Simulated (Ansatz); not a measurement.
Species: C3H11GeNO3, SMILES `C[O][Ge]([NH2])([O]C)[O]C` (charge 0, multiplicity 1).

### Question
Give a relaxed geometry from r2SCAN-D4/def2-SVP in Ansatz (a program for electronic structure).

### Answer
Several could match; the one computed here: the end point of this relaxation, one of several conformers (outside a Z-matrix the atoms follow the SMILES, hydrogens last).
Z-matrix (Å, degrees):
```
Ge
O 1 1.7638
C 2 1.4171 1 121.92
H 3 1.1019 2 107.88 1 163.90
H 3 1.1033 4 108.80 2 121.91
H 3 1.1066 4 107.86 5 117.22
O 1 1.7711 2 114.33 3 90.86
C 7 1.4139 1 119.31 2 -60.45
H 8 1.1020 7 108.41 1 -163.40
H 8 1.1066 9 107.95 7 121.17
H 8 1.1069 9 108.11 10 116.83
O 1 1.7729 2 103.50 3 -27.31
C 12 1.4157 1 118.45 2 -173.46
H 13 1.1015 12 108.15 1 172.25
H 13 1.1054 14 108.45 12 121.60
H 13 1.1066 14 108.17 15 116.95
N 1 1.8028 2 112.21 3 -150.67
H 17 1.0175 1 114.11 2 20.13
H 17 1.0183 18 109.45 1 127.26
```
